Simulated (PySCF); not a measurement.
# How methods differ on the interval between two levels of Sc

Sc [Ar] 3d1 4s2 [2D5/2, M_J = 5/2] → Sc [Ar] 3d3 [4F9/2, M_J = 9/2], as a difference of total energies. Calculation: PySCF 2.14, in x2c-SVPall-2c with one added diffuse shell each of s, d type (6s5p4d1f, 48 functions); the two-component X2C-1e Hamiltonian. Correlated levels: [Ne] frozen; the 6 highest virtual spinors dropped. "Screened" scales the spin-orbit matrix elements by Boettger's factors to mimic the two-electron term; Breit and QED terms are absent.

```json
{"method": "GHF (spin-free)", "interval between two levels (cm⁻¹)": "179700"}
{"method": "GMP2 (spin-free)", "interval between two levels (cm⁻¹)": "189710"}
{"method": "GHF (screened spin-orbit)", "interval between two levels (cm⁻¹)": "179650"}
{"method": "GMP2 (screened spin-orbit)", "interval between two levels (cm⁻¹)": "189670"}
```

The labels give the starting determinants; with spin-orbit coupling the two ends relaxed to ⟨J²⟩ = 8.80, ⟨L²⟩ = 6.04, ⟨S²⟩ = 0.76 and ⟨J²⟩ = 24.75, ⟨L²⟩ = 12.00, ⟨S²⟩ = 3.75.
